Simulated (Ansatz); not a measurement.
The same isomerisation along the group B, Al, In.

Gas-phase electronic energies from Ansatz, PBE0-D4/def2-TZVP geometries. CCSD(T)/CBS is the MP2 limit (def2-TZVPP, def2-QZVPP) plus CCSD(T) − MP2 in def2-TZVPP, frozen cores. Functionals use def2-TZVPP. Elements past krypton have def2 core potentials. For In outer-core shells are correlated without core-valence functions, which leaves a few kJ/mol of doubt a bond. One conformer a species, not always the lowest.

```csv
reaction,CCSD(T)/CBS(def2) (kcal/mol)
`CBCF` → `BC(C)F`,?
`[CH3][AlH][CH2]F` → `C[CH](F)[AlH2]`,9.2
`[CH3][InH][CH2]F` → `C[CH](F)[InH2]`,4.5
```

**Question.** Fill in the missing values. (Best estimate.)

**Answer.** The calculation gave: `CBCF` → `BC(C)F`: +10.4 kcal/mol.

Largest T1 diagnostic: 0.013, for `C[CH](F)[InH2]`.
